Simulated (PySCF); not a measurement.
# Field gradients at the hydrogen positions

Species: C2H13N2PSi2.
Geometry (GFN2-xTB, Å), atoms numbered from 1 in this order:
```xyz
20
C2H13N2PSi2 angstrom
N     -1.8133    1.7433   -0.4165
Si    -1.3548    0.1104   -0.0456
N     -2.3337   -0.5814    1.2040
P     -1.6082   -0.9350   -2.0231
C      0.4571   -0.1022    0.5280
C      1.4364    0.1523   -0.6157
Si     3.2463   -0.1286   -0.1134
H     -1.6223    2.1007   -1.3388
H     -1.6737    2.4678    0.2698
H     -2.1698   -0.2986    2.1569
H     -3.3247   -0.6616    1.0409
H     -2.9382   -1.2477   -1.8240
H     -1.1936   -2.1643   -1.5471
H      0.6113   -1.1070    0.9211
H      0.6660    0.5875    1.3470
H      1.1775   -0.5045   -1.4521
H      1.3033    1.1728   -0.9825
H      4.1280    0.1914   -1.2376
H      3.4295   -1.5261    0.2849
H      3.5718    0.7416    1.0214
```

Level: PBE0/pcSseg-1 (PySCF, non-relativistic); Q(2H) = 0.00286 b; rigid geometry, the same for H and D, with no vibrational averaging.

Problem. Rank these positions by the coupling χzz of a deuteron there, largest first.
A. H8 (N–H hydrogen)
B. H16 (methylene hydrogen)
C. H13 (P–H hydrogen)
D. H19 (Si–H hydrogen)
E. H14 (methylene hydrogen)

Solution. A (287 kHz), E (211 kHz), B (204 kHz), C (146 kHz), D (109 kHz).

Problem. Give the electric field gradient Vzz (the principal value of largest size), its asymmetry and the 2H coupling at each hydrogen.

Solution. 
```json
{"atom": "H8", "bonded to": "N1", "bond length (Å)": "1.007", "Vzz (au)": "0.4278", "η": "0.17", "χzz (kHz)": "287"}
{"atom": "H9", "bonded to": "N1", "bond length (Å)": "1.008", "Vzz (au)": "0.4306", "η": "0.16", "χzz (kHz)": "289"}
{"atom": "H10", "bonded to": "N3", "bond length (Å)": "1.007", "Vzz (au)": "0.4316", "η": "0.16", "χzz (kHz)": "290"}
{"atom": "H11", "bonded to": "N3", "bond length (Å)": "1.008", "Vzz (au)": "0.4287", "η": "0.17", "χzz (kHz)": "288"}
{"atom": "H12", "bonded to": "P4", "bond length (Å)": "1.381", "Vzz (au)": "0.2207", "η": "0.07", "χzz (kHz)": "148"}
{"atom": "H13", "bonded to": "P4", "bond length (Å)": "1.382", "Vzz (au)": "0.2179", "η": "0.09", "χzz (kHz)": "146"}
{"atom": "H14", "bonded to": "C5", "bond length (Å)": "1.090", "Vzz (au)": "0.3133", "η": "0.03", "χzz (kHz)": "211"}
{"atom": "H15", "bonded to": "C5", "bond length (Å)": "1.091", "Vzz (au)": "0.3148", "η": "0.03", "χzz (kHz)": "212"}
{"atom": "H16", "bonded to": "C6", "bond length (Å)": "1.094", "Vzz (au)": "0.3037", "η": "0.04", "χzz (kHz)": "204"}
{"atom": "H17", "bonded to": "C6", "bond length (Å)": "1.093", "Vzz (au)": "0.3096", "η": "0.02", "χzz (kHz)": "208"}
{"atom": "H18", "bonded to": "Si7", "bond length (Å)": "1.464", "Vzz (au)": "0.1631", "η": "0.00", "χzz (kHz)": "110"}
{"atom": "H19", "bonded to": "Si7", "bond length (Å)": "1.465", "Vzz (au)": "0.1627", "η": "0.01", "χzz (kHz)": "109"}
{"atom": "H20", "bonded to": "Si7", "bond length (Å)": "1.467", "Vzz (au)": "0.1616", "η": "0.01", "χzz (kHz)": "109"}
```

Problem. Average by the element that carries the hydrogen.

Solution. on N: 289 kHz over 4 positions, mean bond length 1.007 Å; on P: 147 kHz over 2 positions, mean bond length 1.381 Å; on C: 209 kHz over 4 positions, mean bond length 1.092 Å; on Si: 109 kHz over 3 positions, mean bond length 1.465 Å.

Problem. Give the 2H NMR doublet splittings at H9 for a magnetic field along the z, y and x axes of the gradient: 3χ/2, 3χ(1 + η)/4, 3χ(1 − η)/4.

Solution. With |χ| = 289.3 kHz and η = 0.161: 434, 252 and 182 kHz, to first order and without motion.

The structure is a single GFN2-xTB conformer in the gas phase; no vibrational or solvent corrections. GFN2-xTB bond lengths can be off by several hundredths of an ångström, more for odd bonds, and the gradients follow them. These gradients aren't converged with respect to the basis.

The run behind these numbers computed NMR shieldings as well. Time: 88 s (with the writing of density and orbital grids); peak memory 0.92 GiB. Hardware: one thread of an Arm Neoverse N1 (shared host).
